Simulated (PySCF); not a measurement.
C₇H₁₂.
SMILES: `C1C[C@H]2CC[C@@H]1C2`

All values: B3LYP/def2-SVPD (PySCF, non-relativistic), on one gas-phase PBE0-D3(BJ)/def2-SVP geometry that isn't relaxed in the solvent. The solvent is an IEF-PCM continuum (Bondi radii, 1.10 Å for H, scaled by 1.2), and excitations are vertical TDDFT with non-equilibrium linear response and a frozen core. Only the electrostatic response of the medium enters.

Gas-phase singlets (H = HOMO, L = LUMO):

```json
{"state": "S1", "E (eV)": "7.441", "λ (nm)": "167", "f": "0.000", "leading configurations": "H→L 99%"}
{"state": "S2", "E (eV)": "7.825", "λ (nm)": "158", "f": "0.003", "leading configurations": "H-1→L 99%"}
{"state": "S3", "E (eV)": "8.180", "λ (nm)": "152", "f": "0.000", "leading configurations": "H-2→L 98%"}
{"state": "S4", "E (eV)": "8.301", "λ (nm)": "149", "f": "0.034", "leading configurations": "H→L+1 97%"}
{"state": "S5", "E (eV)": "8.329", "λ (nm)": "149", "f": "0.000", "leading configurations": "H→L+2 97%"}
```

Q: Give the list for cyclohexane (ε = 2.017), n² = 2.04.

A: 
| state | E (eV) | λ (nm) | f | leading configurations | change by rank (eV) |
| --- | --- | --- | --- | --- | --- |
| S1 | 7.431 | 167 | 0.000 | H→L 99% | -0.010 |
| S2 | 7.817 | 159 | 0.004 | H-1→L 98% | -0.008 |
| S3 | 8.172 | 152 | 0.000 | H-2→L 98% | -0.008 |
| S4 | 8.283 | 150 | 0.046 | H→L+1 97% | -0.018 |
| S5 | 8.328 | 149 | 0.000 | H→L+2 97% | -0.001 |

Q: What are the lowest 5 singlets in chloroform (ε = 4.711)?

A: 
| state | E (eV) | λ (nm) | f | leading configurations | change by rank (eV) |
| --- | --- | --- | --- | --- | --- |
| S1 | 7.437 | 167 | 0.000 | H→L 99% | -0.004 |
| S2 | 7.823 | 158 | 0.004 | H-1→L 98% | -0.002 |
| S3 | 8.179 | 152 | 0.000 | H-2→L 98% | -0.001 |
| S4 | 8.278 | 150 | 0.046 | H→L+1 97% | -0.023 |
| S5 | 8.334 | 149 | 0.000 | H→L+2 97% | +0.005 |

Q: How do the frontier levels move from gas to chloroform?

A: 
```tsv
orbital	gas (eV)	solvent (eV)	change (eV)
LUMO+2	1.28	1.40	+0.12
LUMO+1	1.22	1.31	+0.09
LUMO	0.39	0.50	+0.11
HOMO	-7.94	-7.83	+0.11
HOMO-1	-8.33	-8.22	+0.11
HOMO-2	-8.67	-8.57	+0.10
HOMO-3	-9.10	-8.99	+0.11
```

The HOMO–LUMO gap goes from 8.33 to 8.34 eV.

The run took about 1.6 min of CPU time (one thread, shared machine). This is the whole response run at B3LYP/def2-SVPD in chloroform, SCF included.
